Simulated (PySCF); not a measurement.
Pt⁺ (platinum, charge +1): B3LYP calculation

Configuration: [Xe] 4f14 5d8 6p1, one real determinant (an excited configuration). All numbers are calculated (PySCF 2.14, the spin-free X2C one-electron Hamiltonian (Gaussian nucleus), in ANO-RCC-VTZP).

```json
{
  "Total energy": "-18414.90 hartree",
  "One-electron energy": "-25210.16 hartree",
  "Hartree (Coulomb) energy": "7156.82 hartree",
  "Exchange-correlation energy": "-361.55 hartree",
  "⟨S²⟩": "3.7507",
  "⟨L²⟩": "14.013",
  "Sum of ⟨r⟩": "43.66 bohr",
  "Sum of ⟨r²⟩": "56.06 bohr²",
  "Traceless quadrupole moment −½Σ⟨3z² − r²⟩ along its main axis": "-5.00 e·bohr²",
  "Langevin diamagnetic susceptibility": "-44.4 ×10⁻⁶ cm³/mol"
}
```

```csv
shell,electrons,mean orbital energy (eV),spread (eV),"rms radius, mean of both spins (bohr)"
1s α,1,-78276.2,0,0.0194
1s β,1,-78276.2,0,0.0194
2s α,1,-13794.1,0,0.0782
2s β,1,-13793.9,0,0.0782
2p α,3,-12009.5,0.016,0.0715
2p β,3,-12009.4,0.035,0.0715
3s α,1,-3265.4,0,0.200
3s β,1,-3265.3,0,0.200
3p α,3,-2740.9,0.051,0.202
3p β,3,-2740.8,0.076,0.202
3d α,5,-2147.7,0.142,0.184
3d β,5,-2147.6,0.138,0.184
4s α,1,-719.09,0,0.441
4s β,1,-718.90,0,0.441
4p α,3,-545.37,0.100,0.470
4p β,3,-545.19,0.141,0.470
4d α,5,-327.61,0.359,0.503
4d β,5,-327.38,0.195,0.503
5s α,1,-118.92,0,1.01
5s β,1,-117.56,0,1.01
4f α,7,-87.920,0.419,0.568
4f β,7,-87.657,0.152,0.568
5p α,3,-72.773,0.234,1.17
5p β,3,-71.013,0.326,1.17
5d α,5,-19.900,1.034,1.72
5d β,3,-18.667,0.346,1.72
6p α,1,-9.047,0,3.56
```

⟨L²⟩ = 14.01 against 20 for a pure G term, so this real determinant mixes terms. Spin-orbit coupling, absent here, splits the open shell strongly.

Densities and radii are taken from the X2C orbitals without a picture-change correction, which distorts them close to the nucleus.
